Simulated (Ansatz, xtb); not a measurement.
# Relative energy of two isomers of C4H7FOS

Structure a is `CS/C(F)=C(/C)O`, a singlet and structure b is `CS/C(F)=C(\C)O`, a singlet. Both are isolated molecules in the gas phase, relaxed with r2SCAN-D4/def2-SVP, each in the lowest conformer that the search found.

Estimate which is lower in electronic energy at CCSD(T)/def2-SVP + ΔMP2/def2-TZVPP, and by roughly how much.

CCSD(T)/def2-SVP + ΔMP2/def2-TZVPP gives E(b) − E(a) = −0.49 kJ/mol, slightly favouring structure b, which is too small a margin to settle the true order.

Level by level:

| level | geometry | E(b) − E(a) (kJ/mol) | departure from the last row (kJ/mol) | job, with rough time for the two |
| --- | --- | --- | --- | --- |
| r2SCAN-D4/def2-SVP | r2SCAN-D4/def2-SVP | +3.52 | +4.01 | optimisation, 4 min |
| HF/def2-SVP | r2SCAN-D4/def2-SVP | +1.72 | +2.21 | part of the CCSD(T) run |
| MP2/def2-SVP | r2SCAN-D4/def2-SVP | +2.97 | +3.46 | part of the CCSD(T) run |
| CCSD(T)/def2-SVP | r2SCAN-D4/def2-SVP | +2.41 | +2.90 | single point |
| CCSD(T)/def2-SVP + ΔMP2/def2-TZVPP | r2SCAN-D4/def2-SVP | −0.49 |  | single point, 3.4 min |

As drawn, both hold the same kinds of bond in the same numbers.

The largest departure from CCSD(T)/def2-SVP + ΔMP2/def2-TZVPP is that of r2SCAN-D4/def2-SVP, 4.01 kJ/mol. Levels run at GFN2-xTB geometries aren't shown. The last row adds to CCSD(T) the change of the MP2 difference between the two basis sets, here −2.90 kJ/mol.

With thermal terms from frequencies at re-optimised GFN2-xTB minima (ideal gas, soft modes damped towards free rotors, one conformer each, 298.15 K, 1 atm): the zero-point term adds +0.16 kJ/mol; ΔH is −0.30 and ΔG −0.15 kJ/mol.

The correlated steps freeze 11 core orbitals. Programs: Ansatz 0.2.0, xtb 6.7.1; the last row on 2 threads of Intel(R) Xeon(R) Processor @ 2.50GHz (Skylake/Cascade Lake) on a shared host.
